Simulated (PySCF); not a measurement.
A PySCF script (with the pyscf-properties extension) for the NMR shieldings of SMILES [CH3][Al-]1([CH3])[Cl+][Al-]([F])([CH2]Cl)[Cl+]1, C3H8Al2Cl3F, on a GFN2-xTB geometry:

```python
import basis_set_exchange as bse
import numpy as np
from pyscf import gto, dft
from pyscf.prop import nmr

atoms = """
C    -1.621040    0.851895   -1.481025
Al   -1.274233   -0.156958    0.196237
C    -2.324950   -0.924889    1.692240
Cl    0.378891    1.049429    1.156384
Al    1.853241   -0.377557    0.458059
F     2.548193   -1.335939    1.613725
C     2.930800    0.391534   -1.029819
Cl    3.670218    1.224603    0.418171
Cl    0.258180   -1.678371   -0.312115
H    -0.714583    1.046509   -2.069054
H    -2.312644    0.330089   -2.149067
H    -2.077517    1.828357   -1.289592
H    -2.774825   -1.884738    1.415341
H    -3.159474   -0.279721    1.981223
H    -1.746596   -1.113233    2.605257
H     3.746346   -0.144575   -1.511568
H     2.612997    1.185594   -1.704308
"""
names = dict.fromkeys(["C", "Al", "Cl", "F", "H"], "pcSseg-1")
basis = {el: gto.basis.parse(bse.get_basis(n, elements=[el], fmt="nwchem")) for el, n in names.items()}
mol = gto.M(atom=atoms, basis=basis, charge=0, verbose=0)
mf = dft.RKS(mol, xc="PBE0")
mf.grids.level = 2
mf.grids.alignment = dft.numint.BLKSIZE   # the property module wants whole blocks of grid points
mf.conv_tol = 1e-9
mf.kernel()

calc = nmr.RKS(mf)   # GIAO
C = mf.mo_coeff
Co = C[:, mf.mo_occ > 0]
resp = mf.gen_response(singlet=True, hermi=2)
def vind(x):   # induced exchange potential for any number of trial vectors
    d = np.einsum("pi,xij,qj->xpq", C, 2 * x.reshape(-1, C.shape[1], Co.shape[1]), Co, optimize=True)
    return np.einsum("xpq,pi,qj->xij", resp(d - d.transpose(0, 2, 1)), C, Co, optimize=True).ravel()
mo1, _ = nmr.rhf.solve_mo1(calc, with_cphf=vind)
sigma = calc.kernel(mo1)
for i, s in enumerate(sigma):   # ppm
    w = np.linalg.eigvalsh((s + s.T) / 2)
    print("%2d %-2s iso %8.1f  s11 %8.1f  s22 %8.1f  s33 %8.1f" % (i, mol.atom_pure_symbol(i), w.mean(), *w))
```

Q: What are the results?

A: 
```
 0 C  iso    191.1  s11    184.1  s22    191.3  s33    197.8
 1 Al iso    396.0  s11    312.9  s22    324.8  s33    550.2
 2 C  iso    192.5  s11    186.6  s22    191.4  s33    199.5
 3 Cl iso    883.2  s11    808.4  s22    898.6  s33    942.6
 4 Al iso    511.1  s11    417.6  s22    519.1  s33    596.5
 5 F  iso    350.2  s11    300.7  s22    323.7  s33    426.1
 6 C  iso    155.1  s11    124.6  s22    145.7  s33    195.1
 7 Cl iso    987.3  s11    879.4  s22   1025.9  s33   1056.5
 8 Cl iso    875.3  s11    796.2  s22    897.0  s33    932.8
 9 H  iso     31.8  s11     26.4  s22     31.5  s33     37.4
10 H  iso     31.8  s11     27.2  s22     28.2  s33     40.1
11 H  iso     31.8  s11     27.2  s22     28.5  s33     39.5
12 H  iso     31.7  s11     26.9  s22     28.9  s33     39.5
13 H  iso     31.9  s11     27.1  s22     28.3  s33     40.2
14 H  iso     31.5  s11     26.3  s22     30.5  s33     37.6
15 H  iso     28.7  s11     23.2  s22     27.1  s33     35.8
16 H  iso     28.9  s11     25.1  s22     26.3  s33     35.2
```

These numbers come from an equivalent density-fitted implementation of the same equations, which agrees with the script to about 0.01 ppm for H and up to a few tenths of a ppm for heavy atoms, so last digits may differ.

Size and cost of the density-fitted run: 228 basis functions, 100 s wall time on 1 thread of an Arm Neoverse N1, shared host; peak memory 1.1 GiB.
